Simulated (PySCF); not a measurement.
# Working out the ionisation energy of Tl+

Tl+ [Xe] 4f14 5d10 6s2 (1S) → Tl(2+) [Xe] 4f14 5d10 6s1 (2S). Computed with PySCF 2.14 in ANO-RCC-VTZP (8s7p5d3f2g, 93 functions), with the spin-free X2C one-electron Hamiltonian (Gaussian nucleus). Frozen: [Kr] 4d10 4f14. Energies in hartree (1 hartree = 27.21139 eV):

```csv
part,Tl+ (lower),Tl(2+) (upper)
UHF,-20242.577198,-20241.902306
CCSD correlation,-0.603298,-0.540548
(T),-0.018056,-0.012957
```

Problem. What does Hartree-Fock give?

Solution. (-20241.902306) − (-20242.577198) = 0.674892 hartree = 18.365 eV.

Problem. What do CCSD and CCSD(T) give?

Solution. The CCSD correlation energies differ by 0.062750 hartree = 1.708 eV and the triples by 0.005099 hartree = 0.139 eV, so CCSD gives 20.073 eV and CCSD(T) 20.212 eV.

Measured between the centres of the two terms (NIST): 20.428 eV, so CCSD(T) (valence and next inner shell) is off by -0.216 eV.

What remains against the reference includes basis incompleteness, the frozen core and higher excitations.
